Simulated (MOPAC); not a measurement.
Job for MOPAC: AM1 on AlC-, 2S+1 = 3, a spin state set in the input, which need not be the lowest, a point of a bond scan (R = 2.050 Å). Charge -1.

```
AM1 1SCF PRECISE CHARGE=-1 UHF MS=1 THREADS=1
CAl

C      0.00000000 1     0.00000000 1     0.00000000 1
Al     0.00000000 1     0.00000000 1     2.04969600 1
```

The log:

```
*******************************************************************************
 **                                                                           **
 **                              MOPAC v23.2.5                                **
 **                                                                           **
 *******************************************************************************
 ** MOPAC's Digital Object Identifier: https://doi.org/10.5281/zenodo.6511958 **
 **                                                                           **
 ** Please cite the open-source release paper for use of this MOPAC version:  **
 ** J. E. Moussa and J. J. P. Stewart (2026)                                  **
 ** MOPAC: An open-source semiempirical molecular orbital program             **
 ** J. Open Source Softw., 11(119), 8025, https://doi.org/10.21105/joss.08025 **
 *******************************************************************************

                              AM1 CALCULATION RESULTS

 *******************************************************************************
 *  AM1        - The AM1 Hamiltonian to be used
 *  UHF        - UNRESTRICTED HARTREE-FOCK CALCULATION
 *
 *
 *
 *                 CHARGE ON SYSTEM = -1
 *
 *
 *
 *  MS=        - IN MECI, MAGNETIC COMPONENT OF SPIN =  1.0
 *  PRECISE    - TIGHTER CRITERIA TO BE USED
 *  1SCF       - DO 1 SCF AND THEN STOP
 *  THREADS=1  - MULTI-THREADING NOT USED
 *  T=         - A TIME OF 172800.0 SECONDS REQUESTED
 *  DUMP=N     - RESTART FILE WRITTEN EVERY 7200.0 SECONDS REQUESTED
 *******************************************************************************
AM1 1SCF PRECISE CHARGE=-1 UHF MS=1 THREADS=1
 CAl

   ATOM   CHEMICAL          X               Y               Z
  NUMBER   SYMBOL      (ANGSTROMS)     (ANGSTROMS)     (ANGSTROMS)

     1       C          0.00000000  *   0.00000000  *   0.00000000  *
     2      Al          0.00000000  *   0.00000000  *   2.04969600  *



          CARTESIAN COORDINATES

    NO.       ATOM           X           Y           Z

     1         C          0.0000      0.0000      0.0000
     2        Al          0.0000      0.0000      2.0497

  C: (AM1): M.J.S. DEWAR ET AL, J. AM. CHEM. SOC. 107 3902-3909 (1985)
 Al: (AM1): M. J. S. Dewar, A. J. Holder, Organometallics, 9, 508-511 (1990).

           Empirical Formula: C Al  =     2 atoms



      MOLECULAR POINT GROUP   :   C*v


          UHF CALCULATION, NO. OF ALPHA ELECTRONS =    5
                           NO. OF BETA  ELECTRONS =    3

 -------------------------------------------------------------------------------
 AM1 1SCF PRECISE CHARGE=-1 UHF MS=1 THREADS=1
 CAl



     1SCF WAS SPECIFIED, SO BFGS WAS NOT USED
     SCF FIELD WAS ACHIEVED


                              AM1 CALCULATION
                                                       MOPAC v23.2.5 Linux




          FINAL HEAT OF FORMATION =        150.60509 KCAL/MOL =     630.13170 KJ/MOL


          COSMO AREA              =         90.49 SQUARE ANGSTROMS
          COSMO VOLUME            =         77.05 CUBIC ANGSTROMS

          IONIZATION POTENTIAL    =          0.958055 EV
          ALPHA SOMO LUMO (EV)    =         -2.737  4.788
          BETA  SOMO LUMO (EV)    =         -0.958  4.177
          NO. OF ALPHA ELECTRONS  =          5
          NO. OF BETA  ELECTRONS  =          3
          MOLECULAR WEIGHT        =         38.9925         POINT GROUP:  C*v

          MOLECULAR DIMENSIONS (Angstroms)

            Atom       Atom       Distance
           Al     2    C     1     2.04970
           Al     2    C     1     0.00000
            C     1   Al     2     0.00000


          SCF CALCULATIONS        =          1





   ATOM   CHEMICAL          X               Y               Z
  NUMBER   SYMBOL      (ANGSTROMS)     (ANGSTROMS)     (ANGSTROMS)

     1       C          0.00000000  *   0.00000000  *   0.00000000  *
     2      Al          0.00000000  *   0.00000000  *   2.04969600  *

                             CARTESIAN COORDINATES

   1    C        0.000000000     0.000000000     0.000000000
   2   Al        0.000000000     0.000000000     2.049696000


           Empirical Formula: C Al  =     2 atoms



      MOLECULAR POINT GROUP   :   C*v


          ALPHA EIGENVALUES
 -17.45887  -5.59465  -4.07867  -4.01090  -2.73670   4.78806   5.31125   7.57405


           BETA EIGENVALUES
 -11.62935  -3.82544  -0.95806   4.17696   5.53603   8.25968   8.40021   9.28232


              NET ATOMIC CHARGES AND DIPOLE CONTRIBUTIONS

  ATOM NO.   TYPE          CHARGE      No. of ELECS.   s-Pop       p-Pop
    1          C          -0.483530        4.4835     1.73270     2.75083
    2         Al          -0.516470        3.5165     1.84199     1.67448
 DIPOLE           X         Y         Z       TOTAL
 POINT-CHG.     0.000     0.000     1.728     1.728
 HYBRID         0.000     0.000    -2.975     2.975
 SUM            0.000     0.000    -1.247     1.247


          ATOMIC ORBITAL ELECTRON POPULATIONS

     Atom    s        px        py        pz
    1  C   1.73270   1.00269   0.93829   0.80985
    2 Al   1.84199   0.99731   0.06171   0.61546


                    (SZ)    =    1.000000
                    (S**2)  =    2.822247


          ATOMIC ORBITAL SPIN POPULATIONS

    Atom   Total    s     px     py     pz
         Atomic
    1  C  2.7253  0.132  0.901  0.938  0.754
    2 Al -0.7253 -0.038 -0.901  0.062  0.153

 **********************
 *                    *
 * JOB ENDED NORMALLY *
 *                    *
 **********************




 == MOPAC DONE ==
```

The run finished. Its determinant has ⟨S²⟩ = 2.82, a mixture of spin states.

Cost: very roughly 0.020 core-seconds.
